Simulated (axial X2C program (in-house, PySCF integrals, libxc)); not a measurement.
# Ω levels of YbH⁺ from open-shell CI on f12 s1 d(πδ)1

Calculated with an in-house all-electron X2C program for linear molecules (integrals from PySCF): two-component X2C with atomic mean-field Coulomb and Gaunt terms, basis Yb dyall-v3z, H dyall-v3z (cores contracted in-house). Orbitals come from Hartree–Fock averaged over the configuration Yb f12 s1 d(πδ)1; CI then distributes these electrons over the f, s, d(πδ) shells of Yb, the count in the first shell held.

R = 1.799 Å (near the minimum of the configuration average).

Active spinors (ω > 0):

```tsv
shell	ω	ε (eV)	character
f	5/2	-33.97	100% Yb f
f	3/2	-33.89	100% Yb f
f	1/2	-33.65	99% Yb f
f	7/2	-32.50	100% Yb f
f	5/2	-32.43	100% Yb f
f	3/2	-32.37	100% Yb f
f	1/2	-32.14	99% Yb f
s	1/2	-9.17	58% Yb s, 33% Yb d, 5% Yb p
d(πδ)	3/2	-4.97	100% Yb d
d(πδ)	1/2	-4.76	95% Yb d
d(πδ)	5/2	-4.74	100% Yb d
d(πδ)	3/2	-4.61	96% Yb d
```

Lowest levels of this model:

```
Ω  energy (cm⁻¹)     g∥                      configuration
3              0   8.94                  98% f12 s1 d(πδ)1
4             16  11.53                  98% f12 s1 d(πδ)1
2            350   6.16                  97% f12 s1 d(πδ)1
5            463  13.94                  99% f12 s1 d(πδ)1
1            919   3.36                  97% f12 s1 d(πδ)1
0           1488   0.00  94% f12 s1 d(πδ)1 + 6% f12 d(πδ)2
0           1767   0.00                  99% f12 s1 d(πδ)1
1           2321   1.78                  97% f12 s1 d(πδ)1
5           2510   9.86                  98% f12 s1 d(πδ)1
4           2544   7.40                  98% f12 s1 d(πδ)1
6           2632  12.52                  99% f12 s1 d(πδ)1
3           2659   5.51                  97% f12 s1 d(πδ)1
2           2687   3.78                  96% f12 s1 d(πδ)1
7           2870  15.01                  99% f12 s1 d(πδ)1
3           3109   7.32                  98% f12 s1 d(πδ)1
8           3209  18.15                  99% f12 s1 d(πδ)1
7           3210  15.08                  99% f12 s1 d(πδ)1
2           3212   4.96                  96% f12 s1 d(πδ)1
4           3226   9.97                  99% f12 s1 d(πδ)1
6           3324  12.86                  99% f12 s1 d(πδ)1
1           3354   2.79                  92% f12 s1 d(πδ)1
0           3499   0.00      90% f12 s1 d(πδ)1 + 7% f12 s2
5           3533  10.73                  98% f12 s1 d(πδ)1
8           3600  19.61                 100% f12 s1 d(πδ)1
9           3671  21.98                  99% f12 s1 d(πδ)1
7           3756  17.19                  99% f12 s1 d(πδ)1
4           3935   8.56                  98% f12 s1 d(πδ)1
0           3958   0.00                  97% f12 s1 d(πδ)1
1           4009   1.35                  97% f12 s1 d(πδ)1
2           4074   4.08                  95% f12 s1 d(πδ)1
```

g∥ is the magnitude of 2⟨Lz + ge Sz⟩ for the +Ω component.

(1) From Ω and g∥ of the lowest level, whose 2⟨Lz + ge Sz⟩ is positive, find ⟨Sz⟩ and ⟨Lz⟩ (ge = 2.0023).

Occupations of the active spinors in the lowest level by ω, shell by shell in order of energy: -7/2: 0.37; -5/2: 0.97 0.67 0.06; -3/2: 0.96 0.67 0.75 0.01; -1/2: 1.00 0.40 0.10 0.16; 1/2: 1.00 0.98 0.88 0.00; 3/2: 1.00 0.99 0.01 0.01; 5/2: 1.00 1.00 0.01; 7/2: 1.00. The leading determinant has weight 0.46 among 326.

This point took 3.1 s on 1 thread of Arm Neoverse V1, on a shared host.

There is no dynamic correlation: spin–orbit spacings and, for f shells, spacings inside one term are the most reliable numbers, splittings between terms come out too wide, and energies between configurations are not reliable, so the lowest level need not be the ground state of the molecule. With the count in the first shell held, other counts are excluded: this configuration can lie several eV above the ground configuration of the molecule. At most 4 roots were kept for each Ω > 0 (twice that for Ω = 0) within 2.2 eV of the lowest, so higher up levels can be missing between those listed; levels with Ω > 0 are doubly degenerate and listed once, Ω = 0 levels singly.

## Answers

(1) Ω = ⟨Lz⟩ + ⟨Sz⟩ = 3 and ⟨Lz⟩ + ge⟨Sz⟩ = 4.470, so ⟨Sz⟩ = 1.47 and ⟨Lz⟩ = 1.53.
